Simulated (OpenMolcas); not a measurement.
V: the spin-orbit constant, worked from levels

| Quantity | Value |
| --- | --- |
| Program | OpenMolcas |
| Basis | ANO-RCC-VQZP [7s6p4d3f2g1h] |
| Scalar Hamiltonian | DKH2, point nucleus |
| Active space | 5 electrons in 6 orbitals (3d 4s) |
| State averaging | 2S+1 = 4 even, 50 roots; 2S+1 = 6 even, 5 roots kept (CI in the orbitals of an earlier block); 2S+1 = 2 even, 91 roots kept (CI in the orbitals of an earlier block) |
| Spin-orbit coupling | RASSI with atomic mean-field integrals over the reference wave functions, term energies averaged over their components |

Methods: CASSCF; SS-CASPT2, IPEA 0.25 Eh, imaginary shift 0.1 Eh (closed shells correlated: 3s 3p). Measured levels: NIST Handbook of Basic Atomic Spectroscopic Data.

**The spin-orbit constant.** For the Hund term 4F of d3, E(J) = (A/2) J(J+1) + constant and ζ = 2S·A = 3A. From J = 3/2 to J = 9/2 the energy changes by 10.5 A.

```csv
Source,E(9/2) - E(3/2),A,ζ
CASSCF,499.0,47.5,143
SS-CASPT2,498.5,47.5,142
measured,553.0,52.7,158
```

All in cm-1. SS-CASPT2 is off by -9.9 % and CASSCF by -9.8 %. Both methods take the spin-orbit matrix elements from the reference wave functions, so the second can move ζ only through the term energies and any multistate remixing. Second-order mixing with other terms is absorbed into this ζ.

CASPT2 breaks the degeneracy within a term, and the mean is taken; among the terms shown or strongly mixed into the levels shown the widest spread is 2600 cm-1 (3d3 4s2 4F, SS-CASPT2). Over all roots computed the reference weight is 0.81 to 0.90 in SS-CASPT2; the roots of lowest weight are the least certain, and an intruder state may touch them. Configurations are named by rounded mean occupations; where the s occupation lies near a half they are strongly mixed, a name can repeat and a true partner stay unpaired. Without dynamic correlation excited terms often stand tens of per cent too high (terms of higher spin than the ground term too low), and those without a measured partner can miss by more than the paired ones (holds for CASSCF). The lowest computed level is not the ground level that NIST lists (4F3/2) (holds for CASSCF). Computed and measured levels are paired by configuration, term and J; levels that our copy of the source lacks, or whose pairing is in doubt (as where it misses far off the trend of its configuration), stay unpaired and out of the deviations. Only configurations of the active space appear.
